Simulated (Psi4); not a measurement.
hydrogen chloride (HCl), singlet, geometry from GFN2-xTB; HF/def2-SVP run with Psi4.

Here is a job for Psi4.
```
memory 2 GB

molecule mol {
0 1
Cl   -0.000000   -0.000000   -0.070946
H     0.000000    0.000000    1.206076
}

set {
  basis def2-svp
  reference rhf
  scf_type disk_df
}

energy('scf')
print_variables()
```

Problem. Write the output that Psi4 gives for this input, abridged.

Solution. 
```
   => Loading Basis Set <=

    Name: DEF2-SVP
    Role: ORBITAL
    Keyword: BASIS

         ---------------------------------------------------------
                                   SCF
               by Justin Turney, Rob Parrish, Andy Simmonett
                          and Daniel G. A. Smith
                              RHF Reference
         ---------------------------------------------------------

  ==> Geometry <==

    Molecular point group: c2v
    Full point group: C_inf_v

    Geometry (in Angstrom), charge = 0, multiplicity = 1:

       Center              X                  Y                   Z               Mass
    ------------   -----------------  -----------------  -----------------  -----------------
         CL           0.000000000000     0.000000000000    -0.035773585002    34.968852682000
         H            0.000000000000     0.000000000000     1.241248414998     1.007825032230

  Running in c2v symmetry.

  Rotational constants: A = ************  B =     10.55247  C =     10.55247 [cm^-1]
  Rotational constants: A = ************  B = 316355.19612  C = 316355.19612 [MHz]
  Nuclear repulsion =    7.044524355406563

  Charge       = 0
  Multiplicity = 1
  Electrons    = 18
  Nalpha       = 9
  Nbeta        = 9

  ==> Algorithm <==

  SCF Algorithm Type is DISK_DF.
  DIIS enabled.
  MOM disabled.
  Fractional occupation disabled.
  Guess Type is SAD.
  Energy threshold   = 1.00e-06
  Density threshold  = 1.00e-06
  Integral threshold = 1.00e-12

  ==> Primary Basis <==

  Basis Set: DEF2-SVP
    Blend: DEF2-SVP
    Number of shells: 11
    Number of basis functions: 23
    Number of Cartesian functions: 24
    Spherical Harmonics?: true
    Max angular momentum: 2

   => Loading Basis Set <=

    Name: (DEF2-SVP AUX)
    Role: JKFIT
    Keyword: DF_BASIS_SCF

  ==> Integral Setup <==

  ==> DiskDFJK: Density-Fitted J/K Matrices <==

    J tasked:                  Yes
    K tasked:                  Yes
    wK tasked:                  No
    Integrals threads:           1
    Algorithm:                Core
    Integral Cache:           NONE
    Schwarz Cutoff:          1E-12
    Fitting Condition:       1E-10

   => Auxiliary Basis Set <=

  Basis Set: (DEF2-SVP AUX)
    Blend: DEF2-UNIVERSAL-JKFIT
    Number of shells: 44
    Number of basis functions: 146
    Number of Cartesian functions: 175
    Spherical Harmonics?: true
    Max angular momentum: 4

  Minimum eigenvalue in the overlap matrix is 5.4825197620E-02.
[...]

                           Total Energy        Delta E     RMS |[F,P]|

   @DF-RHF iter SAD:  -459.77315218523876   -4.59773e+02   0.00000e+00
   @DF-RHF iter   1:  -459.91797155146344   -1.44819e-01   1.17465e-02 DIIS/ADIIS
   @DF-RHF iter   2:  -459.93651434599849   -1.85428e-02   3.86146e-03 DIIS/ADIIS
   @DF-RHF iter   3:  -459.93806680297740   -1.55246e-03   8.73209e-04 DIIS/ADIIS
   @DF-RHF iter   4:  -459.93825129391445   -1.84491e-04   1.52051e-04 DIIS/ADIIS
   @DF-RHF iter   5:  -459.93825686066907   -5.56675e-06   1.60101e-05 DIIS
   @DF-RHF iter   6:  -459.93825691122601   -5.05569e-08   2.26436e-06 DIIS
   @DF-RHF iter   7:  -459.93825691224413   -1.01812e-09   4.54540e-07 DIIS
  Energy and wave function converged.

  ==> Post-Iterations <==

    Orbital Energies [Eh]
    ---------------------

    Doubly Occupied:

[...]
    Virtual:

[...]
    Final Occupation by Irrep:
             A1    A2    B1    B2
    DOCC [     5,    0,    2,    2 ]
    NA   [     5,    0,    2,    2 ]
    NB   [     5,    0,    2,    2 ]

  @DF-RHF Final Energy:  -459.93825691224413

   => Energetics <=

    Nuclear Repulsion Energy =              7.0445243554065629
    One-Electron Energy =                -649.7888774887328509
    Two-Electron Energy =                 182.8060962210821856
    Total Energy =                       -459.9382569122441282

Computation Completed

Properties will be evaluated at   0.000000,   0.000000,   0.000000 [a0]

Properties computed using the SCF density matrix

 Multipole Moments:

 ------------------------------------------------------------------------------------
     Multipole            Electronic (a.u.)      Nuclear  (a.u.)        Total (a.u.)
 ------------------------------------------------------------------------------------

 L = 1.  Multiply by 2.5417464519 to convert [e a0] to [Debye]
 Dipole X            :          0.0000000            0.0000000            0.0000000
 Dipole Y            :          0.0000000            0.0000000            0.0000000
 Dipole Z            :         -0.6410252            1.1963808            0.5553556
 Magnitude           :                                                    0.5553556

 ------------------------------------------------------------------------------------

  Variable Map:
  ----------------------------------------------------------------------------
[...]
  Array Variable Map:
  ----------------------------------------------------------------------------
[...]
[...]
```
